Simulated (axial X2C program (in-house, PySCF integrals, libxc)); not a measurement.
# FeCl⁺: bond constants with and without spin–orbit coupling

Calculated with an in-house relativistic program for diatomic molecules. Spin-free means the one-electron spin-free X2C Hamiltonian; two-component (2c) means X2C with spin–orbit coupling and atomic mean-field two-electron Coulomb and Gaunt terms, so the difference of the two also holds small scalar two-electron terms. Basis: Fe dyall-v3z [9s10p6d3f2g], Cl dyall-v3z [8s7p2d1f] (cores contracted in-house); Gaussian nuclei, density fitting, unrestricted open shells. Masses: Fe 55.935 u, Cl 34.969 u.

State, spin-free: M_S = 2, Λ = 2 (beyond evenly filled blocks: σα, π+α, π-α, δ+α, δ+β, δ-α); electrons by block: σα: 11, σβ: 10, π+α: 5, π+β: 4, π-α: 5, π-β: 4, δ+α: 1, δ+β: 1, δ-α: 1. Fragments: Fe+ + Cl.

State, 2c: Ω = 4 (⟨Sz⟩ = 2.00, ⟨Lz⟩ = 2.00 at PBE0); electrons by block: 1/2: 15, -1/2: 15, 3/2: 6, -3/2: 5, 5/2: 1. Fragments: Fe+ + Cl.

| Hamiltonian | level | Re (Å) | ωe (cm⁻¹) | De (eV) | D0 (eV) | k (mdyn/Å) | μ (D) |
| --- | --- | --- | --- | --- | --- | --- | --- |
| spin-free | PBE0 | 2.048 | 504.5 | 3.18 | 3.15 | 3.23 | -5.77 |
| spin-free | HF | 2.136 | 481.1 | 1.59 | 1.56 | 2.93 | -8.19 |
| spin-free | MP2 | 2.075 | 496.9 | 3.10 | 3.07 | 3.13 | n/a |
| spin-free | r2SCAN | 2.037 | 505.0 | 3.07 | 3.04 | 3.23 | -5.22 |
| spin-free | PBE50 | 2.063 | 508.3 | 2.91 | 2.88 | 3.28 | -6.75 |
| 2c | PBE0 | 2.049 | 504.2 | n/a | n/a | 3.22 | -5.77 |
| 2c | HF | 2.137 | 480.9 | n/a | n/a | 2.93 | -8.19 |
| 2c | MP2 | 2.076 | 496.6 | n/a | n/a | 3.13 | n/a |
| 2c | r2SCAN | 2.037 | 504.7 | n/a | n/a | 3.23 | -5.22 |
| 2c | PBE50 | 2.064 | 508.0 | n/a | n/a | 3.27 | -6.75 |

Correlated methods: 14 electrons correlated (number of frozen shells: Fe 3 s, 2 p; Cl 2 s, 1 p), 232 virtual spin orbitals or spinors in MP2.

Dipoles are positive if Cl is the positive end and refer to the centre of mass.

One determinant describes the state; a PBE0 search over occupations chose it and may have missed a lower one. Dissociation energies refer to the lowest single-determinant-based atoms at the same level and basis. De is not given where an atomic determinant may have missed its ground term or J level, or where the truncated virtual space spoils (T). Density functionals use the spin component along the axis (collinear). Other states lie close and PBE0, whose exact exchange favours high spin, may order them wrongly; the determinant shown need not be the ground state. The nearest other spin-free determinant of the search, M_S = 2, Λ = 1, lies 0.23 eV up at the distance of the search. Without a current term, density functionals place determinants with orbital angular momentum somewhat too high. With several unpaired electrons one determinant need not be a pure state. Open-shell Ω = 0 determinants with evenly filled partner blocks cannot be reached by this program, so the Ω shown need not be the lowest component. Some points did not converge and are left out. The stretched end of a curve changes character and is left out.

Rough cost a point (2c) on 1 thread(s) of a shared host, integrals apart: PBE0 0.6 s, HF 0.5 s, r2SCAN 0.8 s, PBE50 0.7 s.
